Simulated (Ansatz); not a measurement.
Be₄O₄H₁₆, relaxed as a singlet with RKS r2SCAN-D4/def2-SVP in Ansatz, starting from the GFN1-xTB geometry. Force threshold 0.02 eV/Å.

In the singlet geometry the species has come apart into loosely held pieces.

Start:

```xyz
24

O    -0.521    1.114   -1.443
O     0.670   -1.462    1.002
O    -1.784   -0.584    0.245
O     1.641    0.933    0.194
Be   -2.226    0.512   -1.157
Be   -1.077   -1.976    1.197
Be    1.080    1.975   -1.204
Be    2.223   -0.509    1.163
H    -0.749    1.627   -2.219
H    -0.169    0.293   -1.787
H     1.016   -2.236    1.447
H     0.746   -1.661    0.069
H    -2.691   -0.837    0.418
H    -1.598    0.108    0.880
H     1.010    1.254    0.838
H     2.433    1.447    0.350
H    -2.492   -0.233   -2.209
H    -2.926    1.477   -0.601
H    -1.171   -3.073    0.475
H    -1.448   -1.743    2.438
H     1.776    1.655   -2.273
H     0.848    3.151   -0.662
H     3.095   -1.177    0.440
H     2.312   -0.056    2.395
```

| step | energy (eV) | largest force component (eV/Å) | SCF passes |
| --- | --- | --- | --- |
| 1 | -10038.6116 | 1.288 | 15 |
| 2 | -10039.3966 | 0.276 | 16 |
| 3 | -10039.6937 | 0.581 | 16 |
| 4 | -10039.9239 | 0.253 | 22 |
| 5 | -10039.9979 | 0.059 | 15 |
| 6 | -10040.0258 | 0.050 | 16 |
| 7 (rejected) | -10040.0032 | 0.612 | 16 |
| 8 | -10040.0376 | 0.040 | 16 |
| 9 | -10040.0448 | 0.157 | 15 |
| 10 (rejected) | -10040.0410 | 0.362 | 16 |
| 11 | -10040.0525 | 0.115 | 17 |
| 14 | -10040.0698 | 0.318 | 17 |
| 17 | -10040.1717 | 1.099 | 17 |
| 20 | -10041.4910 | 1.180 | 23 |
| 23 | -10041.9641 | 0.114 | 17 |
| 26 | -10042.0012 | 0.041 | 18 |
| 29 | -10042.0112 | 0.137 | 17 |
| 32 | -10042.0185 | 0.188 | 17 |
| 35 | -10042.0441 | 0.047 | 22 |
| 38 | -10042.0923 | 0.166 | 17 |
| 41 | -10042.2735 | 0.463 | 17 |
| 44 | -10042.8325 | 0.195 | 17 |
| 47 | -10043.0886 | 0.024 | 17 |
| 50 | -10043.0933 | 0.009 | 18 |

Force components are those of the run's own axes.

End:

```
atom   x (Å)   y (Å)   z (Å)
  O1  -1.136   0.717  -1.721
  O2   1.433  -1.414   0.843
  O3  -1.725  -0.952   0.937
  O4   1.428   1.649  -0.059
 Be5  -1.556   1.690  -0.518
 Be6  -1.327  -1.925  -0.274
 Be7   1.853   0.696  -1.275
 Be8   1.031  -0.460   2.067
  H9  -0.204   0.783  -2.131
 H10  -1.460  -0.251  -1.735
 H11   0.764  -2.093   0.480
 H12   2.019  -1.058   0.086
 H13  -2.153  -0.045   0.746
 H14  -1.132  -0.895   1.766
 H15   0.573   2.204  -0.117
 H16   1.593   1.356   0.905
 H17  -2.574   1.219   0.299
 H18  -0.703   2.761  -0.295
 H19  -1.853  -1.580  -1.511
 H20  -0.327  -2.844   0.007
 H21   2.683  -0.363  -0.937
 H22   1.158   0.898  -2.459
 H23   1.742   0.728   2.153
 H24  -0.127  -0.818   2.743
```

Bonds lost: O1–Be7, O2–Be6, O3–Be5, O4–Be8 (atoms count from 1). The end holds 4 separate pieces.

No frequencies were taken in this run, so the end may be a saddle point.

Hardware: 4 threads of Arm Neoverse V2 on a shared host. Wall time 2.3 min.
